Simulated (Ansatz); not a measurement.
Basis-set series for `C1NC[SiH2]N1`. The species carries charge 0 and has multiplicity 1. The geometry is a stationary point of PBE0-D4/def2-TZVP.

| functional | basis | functions | energy (Eh) | HOMO (eV) | LUMO (eV) |
| --- | --- | --- | --- | --- | --- |
| PBE0-D4 | def2-SVP | 114 | -479.45388 | -6.19 | 1.22 |
| PBE0-D4 | def2-TZVPP | 278 | -479.77268 | -6.37 | 0.59 |
| ωB97M-V | def2-SVP | 114 | -479.67446 | -8.54 | 3.07 |
| ωB97M-V | def2-TZVPP | 278 | -480.00285 | -8.72 | 2.10 |

Problem. Give the rows for def2-QZVPP. (An estimate is asked.)

Solution. Computed: 
| functional | basis | functions | energy (Eh) | HOMO (eV) | LUMO (eV) |
| --- | --- | --- | --- | --- | --- |
| PBE0-D4 | def2-QZVPP | 538 | -479.79401 | -6.41 | 0.37 |
| ωB97M-V | def2-QZVPP | 538 | -480.02289 | -8.76 | 1.60 |

Positive LUMOs are unbound and depend on the basis.
